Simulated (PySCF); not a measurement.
Method: B3LYP-D3(BJ)/def2-TZVP // PBE0-D4/def2-TZVP (PySCF). Gas-phase values, no solvent. One relaxed conformer stands for a flexible species; it need not be the lowest. B3LYP has the VWN-RPA correlation part, as in Gaussian. Excitations are Tamm–Dancoff values on a coarser integration grid. The basis has no diffuse functions, so Rydberg states are missing or too high.

Reference species (SMILES): `C[SiH2][SiH2]N` (neutral, multiplicity 1).

```yaml
S1–T1 gap (TDA): 0.41 eV
HOMO: -6.98 eV
LUMO: -0.18 eV
```

Changed species: `NC[SiH2][SiH3]`.

**Question.** Predict the effect on the S1–T1 gap (TDA), HOMO and LUMO.

**Answer.** the S1–T1 gap (TDA) falls by 0.13 eV, to 0.28 eV; the HOMO increases by 0.17 eV, to -6.81 eV; the LUMO rises by 0.18 eV, to 0.00 eV.
